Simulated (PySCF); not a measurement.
The numbers are results of PBE-D3(BJ)/def2-TZVP // B3LYP-D3(BJ)/def2-TZVP (PySCF 2.14.0), not measurements. All species are isolated molecules in the gas phase. Excitations are Tamm–Dancoff values on a coarser integration grid. The basis has no diffuse functions, so Rydberg states are missing or too high.

Reference species (SMILES): `N#CC[SiH3]` (neutral, multiplicity 1).

| Item | Result |
|---|---|
| LUMO | -0.82 eV |
| T1 excitation (TDA) | 6.28 eV |
| HOMO | -7.66 eV |

Changed species: `C#CN[SiH3]`.

Predict the effect on the LUMO, T1 excitation (TDA) and HOMO.

the LUMO is nearly the same; the T1 excitation (TDA) falls by 1.85 eV, to 4.43 eV; the HOMO goes up by 2.32 eV, to -5.34 eV.
